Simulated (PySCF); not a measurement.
## Löwdin shares of the frontier orbitals

C6H11O (charge +1).
Structure used (PBE0-D3(BJ)/def2-SVP), in Å, numbered top down from 1:
```
atom  x, y, z in Å
C1    -0.8718    0.3701    1.3253
C2    -0.7225    0.3908   -0.1934
C3    -0.6492    1.8173   -0.7305
C4    -1.8444   -0.3961   -0.8687
C5     0.6089   -0.3769   -0.5900
C6     1.7545    0.2308   -0.0226
O7     2.6282    0.7462    0.4523
H8    -0.8838   -0.6552    1.7258
H9    -1.8253    0.8414    1.6037
H10   -0.0775    0.9404    1.8357
H11   -1.5946    2.3359   -0.5154
H12    0.1506    2.4082   -0.2531
H13   -0.5034    1.8410   -1.8212
H14   -1.8937   -1.4342   -0.5074
H15   -1.7380   -0.4068   -1.9637
H16   -2.8045    0.0851   -0.6315
H17    0.7678   -0.3873   -1.6858
H18    0.6026   -1.4241   -0.2298
```

Method: TDDFT PBE0/def2-SVPD, vertical, gas phase, core orbitals frozen in the response (PySCF 2.14.0, density-fitted response routines).

Kohn–Sham orbitals with the atoms that hold most of them (Löwdin shares over 4%, at most four atoms; ? is withheld):

| orbital | ε (eV) | atoms |
| --- | --- | --- |
| LUMO+2 | -4.31 | C6 31%, C5 15%, O7 14%, H17 8% |
| LUMO+1 | -7.39 | C6 44%, O7 33%, C5 11%, H18 5% |
| LUMO | ? | ? |
| HOMO | -14.21 | C2 21%, C3 19%, C1 19%, C4 12% |
| HOMO-1 | -14.25 | ? |
| HOMO-2 | -14.51 | C5 17%, C2 15%, C4 12%, C3 11% |
| HOMO-3 | -14.82 | C4 19%, C3 18%, C1 18%, H13 8% |

Task: Give the leading atoms of the LUMO.

Result: C6 (bonded to C and O) 43%; O7 (bonded to C) 32%; C5 (bonded to 2 C and 2 H) 9%; C2 (bonded to 4 C) 8%. By element: carbon 60% or more, oxygen 32%.

Task: Which atoms hold the HOMO-1, and with what shares?

Result: C4 (bonded to C and 3 H) 23%; C2 (bonded to 4 C) 21%; C1 (bonded to C and 3 H) 13%; C3 (bonded to C and 3 H) 13%.

Task: What is the LUMO energy, and the HOMO–LUMO gap?

Result: ε(LUMO) = -7.48 eV; the gap is 6.72 eV (0.2471 hartree).

Task: The HOMO–LUMO gap is 6.72 eV. Where does the response calculation put the lowest singlet, and from which orbitals?

Result: S1 is at 5.50 eV (f = 0.0010), 1.23 eV below the gap, made of HOMO→LUMO (99%). 

Task: One configuration dominates each of S1, S2, S3, S4, S5 and S6. Which, and how do the shares of the two leading atoms of either orbital change from the occupied to the empty one?

Result: 
- S1 (5.50 eV, f 0.0010), HOMO→LUMO (99%): C2 21% → 8%, C3 19% → at most 8%, C6 at most 12% → 43%, O7 at most 12% → 32%
- S2 (5.54 eV, f 0.0009), HOMO-1→LUMO (99%): C4 23% → at most 8%, C2 21% → 8%, C6 at most 13% → 43%, O7 at most 13% → 32%
- S3 (5.69 eV, f 0.0009), HOMO→LUMO+1 (99%): C2 21% → at most 5%, C3 19% → at most 5%, C6 at most 12% → 44%, O7 at most 12% → 33%
- S4 (5.72 eV, f 0.0002), HOMO-1→LUMO+1 (94%): C4 23% → at most 5%, C2 21% → at most 5%, C6 at most 13% → 44%, O7 at most 13% → 33%
- S5 (5.77 eV, f 0.0003), HOMO-2→LUMO+1 (92%): C5 17% → 11%, C2 15% → at most 5%, C6 at most 11% → 44%, O7 at most 11% → 33%
- S6 (6.04 eV, f 0.100), HOMO-2→LUMO (94%): C5 17% → 9%, C2 15% → 8%, C6 at most 11% → 43%, O7 at most 11% → 32%
